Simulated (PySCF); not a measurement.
Bonds (- single, = double, # triple, : aromatic): B1-N2, N2:C3, C3:C4, C4:C5, C5:C6, C6:C7, C7-C8, C8-O9, O9-C10, C7:N2. B1 carries H11, H12, H13; C3 carries H14; C4 carries H15; C5 carries H16; C6 carries H17; C8 carries H18, H19; C10 carries H20, H21, H22. Formal charges: B1 -1, N2 +1.

Geometry: PBE0-D3(BJ)/def2-SVP; GIAO shifts from PySCF 2.14.0 with density-fitted response routines, gas phase, non-relativistic, averaged over equivalent atoms.

At wB97X-D/pcSseg-1 (230 basis functions, 2 min wall time on 1 thread of an Arm Neoverse N1, shared host):
```tsv
atoms	δ (ppm)
B1	-17.0
N2	290.9
C7	164.1
C3	157.6
C5	146.6
C6	133.6
C4	129.3
C8	72.0
C10	60.4
O9	14.1
H14	9.12
H16	7.91
H17	7.48
H15	7.27
H18/H19	4.78
H20/H21/H22	3.52
H11/H12/H13	3.00
```

Shifts are taken against calculated references (same method and geometry level): 11B (σref 101.61) against BF3·OEt2; 15N (σref 263.98) against NH3; 13C (σref 184.54) and 1H (σref 31.38) against TMS; 17O (σref 333.19) against H2O.

What do these become at PBE0/pcSseg-1?

## Answers


```
      atoms  δ at PBE0/pcSseg-1  change
         B1               -16.9    +0.1
         N2               293.2    +2.3
         C7               162.1    -2.0
         C3               155.7    -1.9
         C5               144.2    -2.4
         C6               133.0    -0.6
         C4               128.7    -0.6
         C8                72.4    +0.4
        C10                60.3    -0.1
         O9                20.0    +5.9
        H14                9.11   -0.01
        H16                7.84   -0.07
        H17                7.47   -0.01
        H15                7.25   -0.02
    H18/H19                4.76   -0.02
H20/H21/H22                3.53   +0.01
H11/H12/H13                3.08   +0.08
```

δ = σ(ref) − σ, references computed at the same level: 11B (100.73 ppm) against BF3·OEt2; 15N (265.67 ppm) against NH3; TMS for 13C (184.41 ppm) and 1H (31.27 ppm); 17O (334.56 ppm) against H2O.

The largest change is at O9 (ether oxygen). Cost: 230 basis functions, 110 s wall time on 1 thread of an Arm Neoverse N1, shared host. The order of the carbon signals is the same at both levels.

Experimental scales use liquid or dissolved standards, which lie at an offset from isolated NH3 (liquid NH3: subtract about 20 ppm) and H2O (liquid H2O: subtract about 36 ppm). Unscaled 15N shifts of sp2 nitrogen come out 20 to 40 ppm too high even then.
